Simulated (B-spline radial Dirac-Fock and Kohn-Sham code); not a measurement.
## Dipole and non-dipole photoemission parameters of Sb⁵⁺ 4d3/2

System: the Sb⁵⁺ ion in the configuration [Kr] 4d10; threshold 100.3 eV (orbital energy of the model). These are calculated numbers from a B-spline atomic structure program; the model is Dirac-Hartree-Slater photoionisation with a Latter tail; cross sections with all multipoles, angular parameters from the dipole term and its interference with E2.

Input of the calculation (task.json; shells as n, l, electrons):

```json
{"items": [{
  "Z": 51,
  "q": 5,
  "cfg": [[1, 0, 2], [2, 0, 2], [2, 1, 6], [3, 0, 2], [3, 1, 6], [3, 2, 10], [4, 0, 2], [4, 1, 6], [4, 2, 10]],
  "A": 121,
  "rrms": 4.6802,
  "do": "xps",
  "hv": [51.7, 60, 82.0, 124.0, 136.0, 141.0, 150, 207.0, 313.0, 332.0, 357.0, 395.0, 400, 775.0, 800, 1420.0, 1520.0, 2000, 2570.0, 3270.0, 3400.0, 4000, 4100.0, 4740.0, 5414.7, 9830.0, 9900.0, 10100.0, 13100.0, 15000]
}]}
```

Command: `python xray2_run.py task.json out`

For linearly polarised light dσ/dΩ = σ/(4π) [1 + β P₂(cos θ) + (δ + γ cos²θ) sin θ cos φ], with θ from the polarisation vector and φ the angle between the beam and the projection of the electron momentum on the plane normal to the polarisation.

```csv
hν (eV),σ (kb),β,γ,δ
124,224,1.529,-0.497,0.063
136,145,0.262,-0.500,0.116
141,?,?,?,?
150,146,-0.816,-0.224,0.108
207,292,-0.124,0.113,0.015
313,305,0.687,0.040,-0.005
332,292,0.757,0.028,-0.005
357,274,0.836,0.013,-0.004
395,248,0.931,-0.004,-0.003
400,244,0.942,-0.007,-0.002
775,83.8,1.289,0.007,0.017
800,78.4,1.297,0.014,0.018
1420,20.5,1.338,0.231,0.040
1520,17.2,1.332,0.267,0.043
2000,8.18,1.291,0.429,0.057
2570,3.97,1.232,0.595,0.075
3270,1.91,1.161,0.766,0.097
3400,1.69,1.148,0.794,0.101
4000,1.00,1.092,0.913,0.120
4100,0.927,1.084,0.931,0.123
4740,0.575,1.031,1.038,0.144
5414.7,0.367,0.980,1.137,0.165
9830,0.0436,0.745,1.534,0.305
9900,0.0425,0.742,1.538,0.307
10100,0.0394,0.735,1.549,0.313
13100,0.0147,0.634,1.685,0.400
15000,0.00873,0.582,1.746,0.453
```

Question: Give the values at 141 eV.

Answer: σ = 138 kb, β = -0.278, γ = -0.415, δ = 0.122.
